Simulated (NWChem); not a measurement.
# CuI; SMILES [Cu][I]

Program: NWChem. Structure relaxed at the PBE0/def2-SVP level. def2 effective core potentials on I; no spin-orbit coupling.

Problem. Order these by “highest occupied level (eV)”, lowest first: OLYP/def2-SVP; TPSS/def2-SVP; B97-2/def2-SVP; LDA (Slater exchange, PW92)/def2-SVP.

Solution. B97-2/def2-SVP (-6.21), LDA (Slater exchange, PW92)/def2-SVP (-5.39), TPSS/def2-SVP (-5.17), OLYP/def2-SVP (-4.99)
